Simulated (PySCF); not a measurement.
# Reading the logs of faulty runs: AlB2H4N

All numbers below are calculated, not measured. The program is PySCF 2.14.0, an open-source quantum chemistry code, run on an isolated molecule that a program drew, which may never have been made. The molecule is AlB2H4N (charge 0, singlet), drawn as the SMILES string `BB[NH][Al]`.

Each row is a Hartree-Fock (HF) and frozen-core CCSD(T) single point in the cc-pV(D+d)Z basis, meant for a local HF minimum. Run 1 is clean. Each other run has one planted mistake out of seven kinds, and not every kind appears here: one electron removed, one electron added, multiplicity raised by two, geometry at a saddle point, minimal basis STO-3G, one bond length entered in bohr, all coordinates scaled. The reference is restricted for singlets and unrestricted otherwise, and also for a bond in bohr. Adding or removing an electron swaps singlet and doublet. Electrons count all cores. HOMO and LUMO are orbital energies over both spins, the gradient is its largest component, and the lowest frequency (negative if imaginary) is given only where the gradient is small. Bond lengths are over the 7 bonds as drawn. T1 is the CCSD diagnostic: over 0.02 (restricted) or 0.045 (unrestricted) a single reference is doubtful.

Geometry of the clean run:
```xyz
8
AlB2H4N, angstrom
B    -2.3104   -1.4990    0.3589
B    -0.7576   -1.2983    1.0431
N    -0.2800   -0.2618    1.8846
Al   -1.3548    1.1255    2.3978
H    -2.5780   -1.0952   -0.7446
H    -3.1639   -2.1573    0.8981
H     0.0044   -2.1957    0.7349
H     0.6815   -0.3615    2.1642
```

```
run  electrons  basis functions  <S^2>  HOMO (eV)  LUMO (eV)  gradient (hartree/bohr)  lowest frequency (cm^-1)  mean bond (Å)  longest bond (Å)      T1  HF (hartree)  CCSD(T) (hartree)                     mistake
  1         34               85  0.000      -8.50       0.89                  3.5e-05                        94         1.3698             1.828  0.0154    -348.08601         -348.52528                    no fault
  2         35               85  0.792      -0.08       6.19                  2.4e-02                         -         1.3698             1.828  0.0399    -348.07036         -348.52711          one electron added
  3         34               85  2.003      -6.53      -0.29                  8.4e-03                         -         1.3698             1.828  0.0197    -348.02146         -348.43220  multiplicity raised by two
  4         34               85  0.000      -8.42       0.93                  2.7e-02                         -         1.3328             1.779  0.0150    -348.08070         -348.51679      all coordinates scaled
  5         33               85  0.759     -15.19      -6.99                  3.4e-02                         -         1.3698             1.828  0.0218    -347.80271         -348.20689                           ?
```

**Which mistake was planted in run 5, and what did it cost?**

It counts 33 electrons, one fewer than the clean run, at the same geometry and basis. So the mistake is: one electron removed. Subtracting run 1 and multiplying by 627.51 kcal/mol a hartree, the energy moved by 177.8 kcal/mol in HF and 199.8 kcal/mol in CCSD(T).

